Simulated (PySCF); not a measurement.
Deuteron quadrupole couplings in SiHMe2(NHiPr)

Compound: SiHMe2(NHiPr), C₅H₁₅NSi.
Geometry (PBE0-D3(BJ)/def2-SVP, Å), atoms numbered from 1 in this order:
```xyz
22
C5H15NSi angstrom
Si     0.4709    1.1207   -0.1071
H      0.3459    1.4032    1.3666
C      2.2804    0.7493   -0.4508
H      2.4358    0.5506   -1.5229
H      2.6389   -0.1253    0.1120
H      2.9049    1.6111   -0.1643
C     -0.0524    2.6476   -1.0685
H     -1.0882    2.9389   -0.8348
H      0.0185    2.4666   -2.1530
H      0.5994    3.5016   -0.8279
N     -0.5965   -0.1545   -0.6317
C     -0.8983   -1.4101    0.0349
C     -2.0265   -1.2659    1.0556
C      0.3495   -1.9985    0.6777
H     -1.3679    0.1678   -1.2069
H     -1.2325   -2.1300   -0.7369
H     -1.7273   -0.5765    1.8617
H     -2.2929   -2.2341    1.5092
H     -2.9319   -0.8552    0.5823
H      0.7405   -1.3336    1.4664
H      0.1235   -2.9658    1.1497
H      1.1423   -2.1531   -0.0685
```

Level: PBE0/pcSseg-1 (PySCF, non-relativistic); Q(2H) = 0.00286 b; rigid geometry, the same for H and D, with no vibrational averaging.

Question: Rank these positions by the coupling χzz of a deuteron there, largest first.
A. H16 (hydrogen on carbon)
B. H15 (hydrogen on nitrogen)
C. H2 (hydrogen on silicon)
D. H18 (hydrogen on carbon)
E. H8 (hydrogen on carbon)

Answer: B (273 kHz), E (201 kHz), D (196 kHz), A (183 kHz), C (90 kHz).

Question: Give the electric field gradient Vzz (the principal value of largest size), its asymmetry and the 2H coupling at each hydrogen.

Answer: 
```
atom  bonded to  bond length (Å)  Vzz (au)     η  χzz (kHz)
  H2        Si1            1.506    0.1340  0.02         90
  H4         C3            1.101    0.2987  0.02        201
  H5         C3            1.100    0.3010  0.02        202
  H6         C3            1.102    0.2974  0.01        200
  H8         C7            1.101    0.2992  0.02        201
  H9         C7            1.102    0.2978  0.02        200
 H10         C7            1.101    0.2995  0.01        201
 H15        N11            1.015    0.4061  0.20        273
 H16        C12            1.107    0.2723  0.03        183
 H17        C13            1.102    0.2888  0.02        194
 H18        C13            1.102    0.2910  0.02        196
 H19        C13            1.101    0.2927  0.03        197
 H20        C14            1.103    0.2856  0.02        192
 H21        C14            1.100    0.2941  0.03        198
 H22        C14            1.100    0.2932  0.01        197
```

Question: Average by the element that carries the hydrogen.

Answer: on Si: 90 kHz over 1 position, mean bond length 1.506 Å; on C: 197 kHz over 13 positions, mean bond length 1.102 Å; on N: 273 kHz over 1 position, mean bond length 1.015 Å.

Question: Give the 2H NMR doublet splittings at H21 for a magnetic field along the z, y and x axes of the gradient: 3χ/2, 3χ(1 + η)/4, 3χ(1 − η)/4.

Answer: With |χ| = 197.7 kHz and η = 0.026: 296, 152 and 144 kHz, to first order and without motion.

One conformer (not necessarily the lowest) at the PBE0-D3(BJ)/def2-SVP geometry, without solvent, vibrations or thermal averaging. With so small a basis the couplings can be 20 % off.
